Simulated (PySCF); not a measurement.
# NMR parameters of FeO4

FeO4, point group Td.

Geometry:
| atom | x (Å) | y (Å) | z (Å) |
| --- | --- | --- | --- |
| Fe1 | -0.001 | 0.000 | 0.000 |
| O2 | 0.016 | -0.035 | 1.554 |
| O3 | 1.458 | 0.009 | -0.531 |
| O4 | -0.735 | 1.282 | -0.483 |
| O5 | -0.739 | -1.255 | -0.541 |

GIAO calculations in PySCF 2.14.0 with density-fitted response routines on the PBE0-D3(BJ)/def2-SVP structure: isolated species, non-relativistic, equivalent atoms averaged; basis pcSseg-1 (pcSseg-2 on Fe).

Problem. Give the isotropic shieldings (ppm) with B3LYP, PBE, PBE0.

Solution. 
```
             atoms          environment    B3LYP      PBE     PBE0
               Fe1     Fe bonded to 4 O    -5326    -4027    -5592
       O2/O3/O4/O5  oxygen bonded to Fe  -1603.3  -1057.8  -1708.9
HOMO–LUMO gap (eV)                    –     3.38     1.87     3.78
```

Problem. And the chemical shifts, against references computed in the same way?

Solution. 
```tsv
atoms	nucleus, reference	B3LYP	PBE	PBE0
O2/O3/O4/O5	¹⁷O, H2O	1937.3	1392.5	2043.5
```

Problem. Which part of the shielding of Fe1 depends on the functional?

Solution. Diamagnetic: B3LYP 2034, PBE 2036, PBE0 2034 ppm; paramagnetic: B3LYP -7360, PBE -6062, PBE0 -7626 ppm. The diamagnetic part, set mainly by inner electrons, hardly moves; the paramagnetic part goes with low-lying magnetically allowed excitations and carries the spread.

Unscaled 17O shifts of doubly bonded oxygen tend to come out too high, by tens of ppm or more. Experimental scales use liquid or dissolved standards, which lie at an offset from isolated H2O (liquid H2O: subtract about 36 ppm).
